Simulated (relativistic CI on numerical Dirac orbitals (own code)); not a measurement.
**Hyperfine structure of Ne3+, mass number 21**

Calculated at this level of theory: Dirac-Coulomb-Breit CI, KLI orbitals optimised for each configuration, a model potential for QED, valence Slater integrals scaled by 0.85, P86 correlation energy added to each configuration (own radial code, finite nucleus).

Configuration list (outside the closed core 1s2): 2s²2p³, 2s2p⁴, 2p⁵, 2s²2p²3s, 2s²2p²3p, 2s²2p²3d, 2s²2p²4s, 2p⁴3s, 2s²2p²4p, 2s2p³3s, 2s²2p²4d, 2s²2p²4f, 2p⁴3p, 2s²2p3s², 2s2p³3p, 2p⁴3d. Levels of other configurations are missing.

Nuclear spin I = 3/2, μ = -0.6617 μN, Q = 0.1016 b (tables of Stone and Pyykkö). The electronic factors are computed for point nuclear moments, without core polarisation; leaving it out makes A of s and p electrons in near-neutral atoms 20 to 40 % too small, and it can dominate for d and f shells.

```tsv
Level	E (eV)	A (MHz)	B (MHz)
2s²2p³ ²D°5/2	4.8045	-682.9	-2.86
2s²2p³ ²D°3/2	4.8093	-422	16.9
2s²2p³ ²P°1/2	6.8583	-1836	
2s²2p³ ²P°3/2	6.8603	-393.2	-18.8
2s2p⁴ ⁴P5/2	23.2771	-1790	150
2s2p⁴ ⁴P3/2	23.3527	-1764	-120
2s2p⁴ ⁴P1/2	23.3925	-3783	
2s2p⁴ ²D5/2	31.7122	-1998	-305
```

Levels with J = 0, under 50 % of one LS term, or S terms without an open s electron are left out. Small factors come from cancelling terms and can be off by tens of per cent or more.

For a near-neutral ion this model can misplace configurations by up to about 10,000 cm⁻¹ (more where the count of f electrons changes) and terms by 10 to 25 % of their spread. Rates follow the energies as ν³ (E1, M1) or ν⁵ (E2), so they and the lifetimes can be off by large factors. The fine structure of a lone outer electron comes out too small, for d and f at times inverted, and misplaced configurations move strength between like terms. 24 of the 27 excited levels that our extract of the measured tables holds in this range could be paired (the sources list more); they are missed by 3910 cm⁻¹ on average and 8537 at most, and levels without a partner can miss by more. Some levels of the ground configuration have no partner and can miss by 10 % or more.

**Question.** Give the hyperfine levels of 2s²2p³ ²D°5/2 relative to its centre of gravity.

**Answer.** With K = F(F + 1) − I(I + 1) − J(J + 1), E = AK/2 + B[¾K(K + 1) − I(I + 1)J(J + 1)]/[2I(2I − 1)J(2J − 1)]: F = 1: 3583, F = 2: 2220, F = 3: 172.3, F = 4: -2562 MHz.
